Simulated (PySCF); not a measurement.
A run that did not reach its result, on `F[C@@H]1SC[C@H]1C(F)(F)F` (driver script around PySCF, density fitting, GFN2-xTB geometry as the base; each input is a line of settings and coordinates in Å).

Command:
```bash
OMP_NUM_THREADS=1 python probes_run.py task.json out
```
Input:
```
{"job": {"kind": "nmr", "xc": "r2SCAN", "basis": "SBKJC-VDZ", "pop": false, "scf": {"diis": false, "max_cycle": 56}}, "charge": 0, "multiplicity": 1}
F     -1.689716     0.112668    -1.853568
C     -1.208391    -0.334709    -0.669692
S     -2.130809     0.254858     0.805311
C     -0.399485     0.736574     1.179083
C      0.077562     0.371896    -0.229760
C      1.323284    -0.497854    -0.265417
F      1.165314    -1.633645     0.430002
F      2.379330     0.132837     0.265065
F      1.659602    -0.851657    -1.509958
H     -1.162046    -1.426484    -0.721266
H     -0.298004     1.783953     1.448916
H      0.016989     0.103076     1.959851
H      0.261983     1.248973    -0.856295
```

Output:
```
final grid: 124488 points
cycle   1  E = -127.1346604193  dE = -1.239e+00  |g| = 4.724e+00  |ddm| = 1.684e+01
cycle   2  E = -113.2040559246  dE =  1.393e+01  |g| = 6.121e+00  |ddm| = 1.812e+01
cycle   3  E = 22.9815123718  dE =  1.362e+02  |g| = 8.864e+00  |ddm| = 2.693e+02
cycle   4  E = 13.4665936692  dE = -9.515e+00  |g| = 9.116e+00  |ddm| = 2.746e+02
cycle   5  E = 33.3170217228  dE =  1.985e+01  |g| = 7.750e+00  |ddm| = 1.690e+02
cycle   6  E = 34.3423004577  dE =  1.025e+00  |g| = 9.272e+00  |ddm| = 1.617e+02
cycle   7  E = 36.9283032464  dE =  2.586e+00  |g| = 8.239e+00  |ddm| = 1.639e+02
cycle   8  E = 34.2838849752  dE = -2.644e+00  |g| = 9.291e+00  |ddm| = 1.691e+02
cycle   9  E = 37.2420051522  dE =  2.958e+00  |g| = 8.310e+00  |ddm| = 1.693e+02
cycle  10  E = 34.2850450508  dE = -2.957e+00  |g| = 9.294e+00  |ddm| = 1.699e+02
... (36 lines left out)
cycle  47  E = 37.2618780085  dE =  2.977e+00  |g| = 8.315e+00  |ddm| = 1.700e+02
cycle  48  E = 34.2851053682  dE = -2.977e+00  |g| = 9.294e+00  |ddm| = 1.700e+02
cycle  49  E = 37.2618780085  dE =  2.977e+00  |g| = 8.315e+00  |ddm| = 1.700e+02
cycle  50  E = 34.2851053682  dE = -2.977e+00  |g| = 9.294e+00  |ddm| = 1.700e+02
cycle  51  E = 37.2618780085  dE =  2.977e+00  |g| = 8.315e+00  |ddm| = 1.700e+02
cycle  52  E = 34.2851053682  dE = -2.977e+00  |g| = 9.294e+00  |ddm| = 1.700e+02
cycle  53  E = 37.2618780085  dE =  2.977e+00  |g| = 8.315e+00  |ddm| = 1.700e+02
cycle  54  E = 34.2851053682  dE = -2.977e+00  |g| = 9.294e+00  |ddm| = 1.700e+02
cycle  55  E = 37.2618780085  dE =  2.977e+00  |g| = 8.315e+00  |ddm| = 1.700e+02
cycle  56  E = 34.2851053682  dE = -2.977e+00  |g| = 9.294e+00  |ddm| = 1.700e+02
SCF not converged, last energy = 34.2851053682
```

Hardware: one thread of an AMD EPYC 9R45, shared host with 96 logical CPUs at a one-minute load of 32. Cost: 26 s of wall time, 0.50 GiB resident at most.

Problem. What went wrong, and what mends it?

Solution. The energy swings between two values 3 Eh apart, cycle after cycle, with a gradient of 9.3e+00 at cycle 56; DIIS was off. SBKJC-VDZ replaces inner electrons by core potentials, hence the small total energy. Go back to DIIS. r2SCAN is a meta-GGA, for which the driver's response step would refuse in any case. Its energy and orbitals aren't self-consistent and shouldn't be used.

Shape of the structure used: `[F:1][C@@H:2]1[S:3][CH2:4][C@H:5]1[C:6]([F:7])([F:8])[F:9]`: C4–C5–C6–F7 56°.
